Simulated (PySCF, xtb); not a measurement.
C4H5Si, SMILES C1=C[SiH]C=C1, multiplicity 2.

The structure is a stationary point at PBE-D3(BJ)/def2-SVP. The geometry has at least one imaginary mode, so it is a saddle point at that level. The isomer is the one that the SMILES or the coordinates give; other isomers of the formula were not compared.

Calculation: IEF-PCM-PBE0/def2-SVP (PySCF 2.14.0).

The values are the electrostatic part of the solvation free energy, E(continuum) − E(gas) at the gas-phase geometry, in a cavity of scaled van der Waals radii (PySCF's table); cavitation and dispersion terms are not included. The dipole moment in vacuum is 0.40 D.

Computed values in water (ε = 78.36), N,N-dimethylformamide (ε = 37.22), 1-octanol (ε = 9.86):
```csv
solvent,ε,ΔG(elec) (kcal/mol),dipole (D)
water,78.36,-2.3,0.61
"N,N-dimethylformamide",37.22,-2.2,0.61
1-octanol,9.86,-1.9,0.58
```

For comparison, GFN2-xTB/ALPB(water) (xtb, at the GFN2-xTB geometry, all terms of that model) gives 0.5 kcal/mol.
